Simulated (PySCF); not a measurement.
Here is a job for PySCF.
```python
from pyscf import gto, scf
from pyscf.geomopt import geometric_solver
from pyscf.hessian import thermo

mol = gto.M(
    atom='''
N    -0.00000000   -0.00000000   -1.17224503
N    -0.00000000   -0.00000000   -0.06654726
O     0.00000000    0.00000000    1.08394325
''',
    basis='def2-svp',
    verbose=3,
)

def method(m):
    mf = scf.RHF(m)
    return mf

conv, mol_eq = geometric_solver.kernel(method(mol), maxsteps=100, convergence_set='GAU_TIGHT')
print('optimisation converged:', conv)
print(mol_eq.tostring(format='xyz'))
mf = method(mol_eq)
mf.kernel()
hess = mf.Hessian().kernel()
freq = thermo.harmonic_analysis(mf.mol, hess)
print('frequencies / cm-1', freq['freq_wavenumber'].round(1))
th = thermo.thermo(mf, freq['freq_au'], 298.15, 101325)
thermo.dump_thermo(mf.mol, th)
```

### Question
What does this run give for the Mulliken (on the basis functions themselves) charges in atom order, dipole moment, harmonic frequencies (imaginary ones negative), total energy at the end of the optimisation, HOMO energy, zero-point energy?

### Answer

```yaml
Mulliken (on the basis functions themselves) charges in atom order: N1 -0.20, N2 0.57, O3 -0.37
dipole_moment: 0.67 D
harmonic frequencies (imaginary ones negative): 690, 690, 1457, 2676 cm⁻¹
total_energy_at_the_end_of_the_optimisation: -183.5328 Eh
HOMO energy: -13.46 eV
zero_point_energy: 7.9 kcal/mol
```
